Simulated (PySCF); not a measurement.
Molecule: C₃H₂N₃ (charge -1, singlet). It need not be the lowest isomer of its formula. Whether it binds its extra electron was not tested at this geometry. 
Geometry from a B3LYP-D3(BJ)/def2-TZVP (Ansatz) optimisation:
```
N
C 1 1.3384
N 2 1.3185 1 127.38
C 1 1.3384 2 111.49 3 0.00
N 4 1.3185 1 127.38 2 0.00
H 2 1.0952 3 117.23 5 180.00
H 4 1.0952 5 117.23 3 -180.00
C 3 1.3960 2 119.31 6 180.00
```
Charge -1, spin multiplicity 1.

Dispersion corrections to the total energy (kcal/mol) from the dftd3 and dftd4 libraries through PySCF: D3(BJ) without and D4 with the three-body term, each with the damping fitted for the functional named.

| functional | D3(BJ) | D4 |
|---|---|---|
| LC-wPBE | (withheld) | -5.92 |
| TPSS | -5.67 | -7.30 |
| TPSSh | -5.14 | (withheld) |
| BLYP | -9.77 | -12.37 |
| B2PLYP | -3.57 | -3.72 |
| PBE0 | -3.83 | (withheld) |
| revPBE | -12.05 | -19.43 |

### Question
Complete the blanks.

### Answer

- LC-wPBE, D3(BJ): -4.10
- TPSSh, D4: -6.59
- PBE0, D4: -4.43
